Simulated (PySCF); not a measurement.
Gas-phase reaction: SnF3 + 2 SnH4 + H ⇌ 3 SnH3F

Computed with PySCF and rigid-rotor harmonic-oscillator thermochemistry at 1 bar. † marks an energy on the PBE0/def2-TZVP geometry and frequencies; other levels use their own. MP2 and CCSD(T) freeze the core. Open shells (unrestricted): SnF3 (multiplicity 2), H (multiplicity 2); the rest are closed-shell singlets. Sn: scalar-relativistic def2 core potential, no spin-orbit coupling. SnF3, SnH3F: computed as isolated molecules; such fragments, hydroxides, amides, oligomers or adducts are transient or little studied in the gas. MP2 isn't extrapolated to the basis-set limit; its ΔH°(298 K) is -276.6 kJ in def2-SVP and -291.9 kJ in def2-TZVPP. CCSD(T) isn't extrapolated to the basis-set limit; its ΔH°(298 K) is -291.3 kJ in def2-SVP and -303.7 kJ in def2-TZVPP. The harmonic model lacks anharmonicity and excited electronic states, which grow with temperature; levels with a mode under 35 cm⁻¹ are left out.

```csv
level,"ΔE electronic, kJ","ΔH°(298 K), kJ","ΔS°(298 K), J/K","ΔG°(800 K), kJ"
CCSD(T)/def2-SVP†,-306,-291,-94,-213
M06-2X/def2-TZVP†,-317,-302,-94,-224
MP2/def2-TZVPP†,-307,-292,-94,-214
PBE/def2-SVP,-275,-261,-97,-180
PBE0/def2-QZVP†,-301,-286,-94,-208
PBE0/def2-TZVP,-300,-285,-94,-207
LDA/def2-TZVP†,-320,-305,-94,-227
```
ΔH° is lowest at LDA/def2-TZVP† and highest at PBE/def2-SVP. No reference value is set beside these.
